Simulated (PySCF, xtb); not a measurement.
SnOF2, SMILES [O]=[Sn]([F])[F].

GFN2-xTB (xtb) at its own geometry gives an orbital gap of 3.78 eV and a dipole moment of 0.72 D.

Geometry optimised at B3LYP-D3(BJ)/def2-SVP. The def2 effective core potentials stand for the cores of Sn; spin–orbit coupling is left out.

Q: What does PBE/def2-TZVPD (PySCF) give? (Estimate from the structure and the level; the computed values follow.)

A: gap 2.36 eV (levels -7.46 and -5.11 eV), dipole 0.72 D.
